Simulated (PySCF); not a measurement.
C6H6O, SMILES [C@H]12O[C@@H](C=C2)C=C1. Atoms are numbered in the order given.

```xyz
13

C      0.6717     1.2493     0.5029
C     -0.6717     1.2493     0.5029
C     -1.0586     0.0000    -0.3378
C     -0.6717    -1.2493     0.5029
C      0.6717    -1.2493     0.5029
C      1.0586     0.0000    -0.3378
O      0.0000     0.0000    -1.3091
H      1.3713     1.9154     1.0231
H     -1.3713     1.9154     1.0231
H     -2.0541     0.0000    -0.8176
H     -1.3713    -1.9154     1.0231
H      1.3713    -1.9154     1.0231
H      2.0541     0.0000    -0.8176
```
Charge 0, spin multiplicity 1.

Geometry: PBE-D3(BJ)/def2-SVP. The structure was generated by enumeration; whether it is a known compound was not checked. The values are those of a single conformer.

Level of theory: PBE/pcSseg-1 run with PySCF.

GIAO shieldings, no solvent; atoms alike by connectivity are averaged. δ = σ(ref) − σ: ¹³C against TMS (σ = 182.0 ppm); ¹⁷O against H2O (σ = 334.3 ppm); ¹H against TMS (σ = 31.49 ppm), references at their B3LYP-D3(BJ)/def2-TZVP geometries, non-relativistic.

Computed chemical shifts:
| nucleus | atoms | count | δ (ppm) |
|---|---|---|---|
| ¹³C | C1, C2, C4, C5 | 4 | 158.6 |
| ¹³C | C3, C6 | 2 | 93.2 |
| ¹⁷O | O7 | 1 | 265.8 |
| ¹H | H8, H9, H11, H12 | 4 | 7.68 |
| ¹H | H10, H13 | 2 | 5.69 |
